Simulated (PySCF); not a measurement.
# What a mistake does to a calculation on BC2H8Si

All numbers below are calculated, not measured. The program is PySCF 2.14.0, an open-source quantum chemistry code, run on an isolated molecule that a program drew, which may never have been made. The molecule is BC2H8Si (charge 0, doublet), drawn as the SMILES string `BC[CH][SiH3]`.

Each row is a Hartree-Fock (HF) and frozen-core CCSD(T) single point in the cc-pV(D+d)Z basis, meant for a local HF minimum. Run 1 is clean. Each other run has one planted mistake out of seven kinds, and not every kind appears here: one electron removed, one electron added, multiplicity raised by two, geometry at a saddle point, minimal basis STO-3G, one bond length entered in bohr, all coordinates scaled. The reference is restricted for singlets and unrestricted otherwise, and also for a bond in bohr. Adding or removing an electron swaps singlet and doublet. Electrons count all cores. HOMO and LUMO are orbital energies over both spins, the gradient is its largest component, and the lowest frequency (negative if imaginary) is given only where the gradient is small. Bond lengths are over the 11 bonds as drawn. T1 is the CCSD diagnostic: over 0.02 (restricted) or 0.045 (unrestricted) a single reference is doubtful.

Geometry of the clean run:
```xyz
12
BC2H8Si, angstrom
B    -2.5953   -3.1044   -2.1491
C    -1.8416   -1.9707   -1.3403
C    -2.8160   -1.7088   -0.2087
Si   -2.5985   -2.3126    1.5403
H    -3.4338   -2.8105   -2.9579
H    -2.4043   -4.2642   -1.9042
H    -0.8729   -2.2978   -0.9567
H    -1.7004   -1.0621   -1.9318
H    -3.6915   -1.1166   -0.4659
H    -2.1311   -3.7199    1.5469
H    -1.5855   -1.4977    2.2577
H    -3.8848   -2.2174    2.2688
```

```
run  electrons  basis functions  <S^2>  HOMO (eV)  LUMO (eV)  gradient (hartree/bohr)  lowest frequency (cm^-1)  mean bond (Å)  longest bond (Å)      T1  HF (hartree)  CCSD(T) (hartree)               mistake
  1         39              105  0.765      -9.44       1.61                  5.1e-06                        38         1.3716             1.863  0.0155    -393.95673         -394.48509              no fault
  2         39               32  0.770      -7.81       6.34                  2.9e-02                         -         1.3716             1.863  0.0112    -389.38403         -389.61114  minimal basis STO-3G
  3         40              105  0.000      -0.93       7.90                  6.4e-02                         -         1.3716             1.863  0.0235    -393.92922         -394.51023                     ?
  4         39              105  3.773      -6.15      -2.33                  1.0e-01                         -         1.3716             1.863  0.0457    -393.74101         -394.26094                     ?
```

**Which mistake was planted in run 3, and what did it cost?**

It counts 40 electrons, one more than the clean run, at the same geometry and basis. So the mistake is: one electron added. Subtracting run 1 and multiplying by 627.51 kcal/mol a hartree, the energy moved by 17.3 kcal/mol in HF and -15.8 kcal/mol in CCSD(T).

**Which mistake was planted in run 4, and what did it cost?**

Electrons, basis and geometry are unchanged, and <S^2> is 3.773, beside S(S+1) = 3.75 for a multiplicity of 4. So the mistake is: multiplicity raised by two. Subtracting run 1 and multiplying by 627.51 kcal/mol a hartree, the energy moved by 135.4 kcal/mol in HF and 140.7 kcal/mol in CCSD(T).

Cautions from the logs. Run 3: T1 is over the limit, so its CCSD(T) energy is less reliable; run 4: T1 is over the limit, so its CCSD(T) energy is less reliable.
